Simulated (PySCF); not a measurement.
disulfane (H2S2), SMILES SS.

The structure is a stationary point at B3LYP-D3(BJ)/def2-TZVP.

Two levels are set side by side: TDA-PBE/def2-TZVPD (PySCF) and TDA-B3LYP/def2-TZVPD (PySCF). Vertical, same geometry. The lowest singlet is HOMO−1→LUMO 99 % with PBE and HOMO−1→LUMO 98 % with the other functional; states are paired by order. Differences are taken from unrounded values.

| quantity | TDA-B3LYP |
|---|---|
| lowest singlet excitation (eV) | 4.62 |
| lowest triplet excitation (TDA) (eV) | 3.91 |
| first bright state (f over 0.05) (eV) | 7.46 |
| its oscillator strength | 0.11 |

Q: What does TDA-PBE give, and how far is it from TDA-B3LYP? (The exact figures need the calculation; the answer reports its results.)

A: 
```json
[
 {"quantity": "lowest singlet excitation (eV)", "TDA-PBE": "4.45", "TDA-PBE minus TDA-B3LYP": "-0.17"},
 {"quantity": "lowest triplet excitation (TDA) (eV)", "TDA-PBE": "3.75", "TDA-PBE minus TDA-B3LYP": "-0.16"},
 {"quantity": "first bright state (f over 0.05) (eV)", "TDA-PBE": "7.14", "TDA-PBE minus TDA-B3LYP": "-0.32"},
 {"quantity": "its oscillator strength", "TDA-PBE": "0.09", "TDA-PBE minus TDA-B3LYP": "-0.02"}
]
```

A lower first singlet is the usual sign of a functional without exact exchange. Differences between two approximate levels are no errors against the true value.

Rough cost on one machine, each run with all the roots and properties that it gave: TDA-B3LYP against TDA-PBE within a factor of 2.
